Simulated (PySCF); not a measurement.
Mo(NH)2(Cl)2 (Cl2H2MoN2), SMILES [NH]=[Mo](=[NH])([Cl])[Cl], multiplicity 1.

Coordinates come from a PBE0-D3(BJ)/def2-SVP optimisation. The multiplicity is an assumed one; no other spin state was optimised. The structure was generated by enumeration; whether it is a known compound was not checked. The def2 effective core potentials stand for the cores of Mo; spin–orbit coupling is left out.

Computed with r2SCAN/def2-TZVP (PySCF).

Symmetry labels are those of the subgroup C2v that the program uses (full group C2v).

Computed valence orbital energies around the gap with their symmetry:
| orbital | symmetry | energy (eV) |
|---|---|---|
| HOMO−7 | A2 | -9.89 |
| HOMO−6 | A1 | -9.67 |
| HOMO−5 | B2 | -8.71 |
| HOMO−4 | B1 | -8.61 |
| HOMO−3 | A1 | -8.33 |
| HOMO−2 | B1 | -7.72 |
| HOMO−1 | A2 | -7.70 |
| HOMO | B2 | -7.38 |
| LUMO | A1 | -3.45 |
| LUMO+1 | A2 | -2.74 |
| LUMO+2 | B1 | -2.45 |
| LUMO+3 | A1 | -2.25 |
